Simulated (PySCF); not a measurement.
PySCF 2.14 output of an unrestricted PW91 calculation on a single atom or ion in dyall-acv3z (15s9p4d2f, 76 functions), with the non-relativistic Hamiltonian (point nucleus):

```
SCF conv_tol = 1e-09
number electrons alpha = 2  beta = 1
    J. P. Perdew. In P. Ziesche and H. Eschrig, editors, Proceedings of the 75. WE-Heraeus-Seminar and 21st Annual International Symposium on Electronic Structure of Solids, 11. Berlin, 1991. Akademie Verlag.
    J. P. Perdew, J. A. Chevary, S. H. Vosko, K. A. Jackson, M. R. Pederson, D. J. Singh, and C. Fiolhais.,  Phys. Rev. B 46, 6671 (1992)
    J. P. Perdew, J. A. Chevary, S. H. Vosko, K. A. Jackson, M. R. Pederson, D. J. Singh, and C. Fiolhais.,  Phys. Rev. B 48, 4978 (1993)
    J. P. Perdew. In P. Ziesche and H. Eschrig, editors, Proceedings of the 75. WE-Heraeus-Seminar and 21st Annual International Symposium on Electronic Structure of Solids, 11. Berlin, 1991. Akademie Verlag.
    J. P. Perdew, J. A. Chevary, S. H. Vosko, K. A. Jackson, M. R. Pederson, D. J. Singh, and C. Fiolhais.,  Phys. Rev. B 46, 6671 (1992)
    J. P. Perdew, J. A. Chevary, S. H. Vosko, K. A. Jackson, M. R. Pederson, D. J. Singh, and C. Fiolhais.,  Phys. Rev. B 48, 4978 (1993)
cycle= 1 E= -13.879812802258  delta_E= -0.00158  |g|= 0.00789  |ddm|= 0.052
cycle= 2 E= -13.8798220414519  delta_E= -9.24e-06  |g|= 0.00135  |ddm|= 0.00755
cycle= 3 E= -13.8798223174282  delta_E= -2.76e-07  |g|= 5.22e-05  |ddm|= 0.00113
cycle= 4 E= -13.8798223272604  delta_E= -9.83e-09  |g|= 4.8e-06  |ddm|= 0.000426
cycle= 5 E= -13.8798223273498  delta_E= -8.95e-11  |g|= 8.82e-08  |ddm|= 4.32e-05
converged SCF energy = -13.8798223273498  <S^2> = 0.75000032  2S+1 = 2.0000003
```

The run itself started from symmetry-adapted Hartree-Fock orbitals and held the occupation by maximum overlap, on a logarithmic radial grid, so the iterations belong to that start.

**Question.** Which element, charge and spin multiplicity is this?

**Answer.** Be+ (beryllium, charge +1), multiplicity 2; the state was [He] 3d1, 2D determinant (an excited configuration).

The outer electron is Rydberg-like, and this basis confines it to a smaller radius and binds it less than a complete one would.
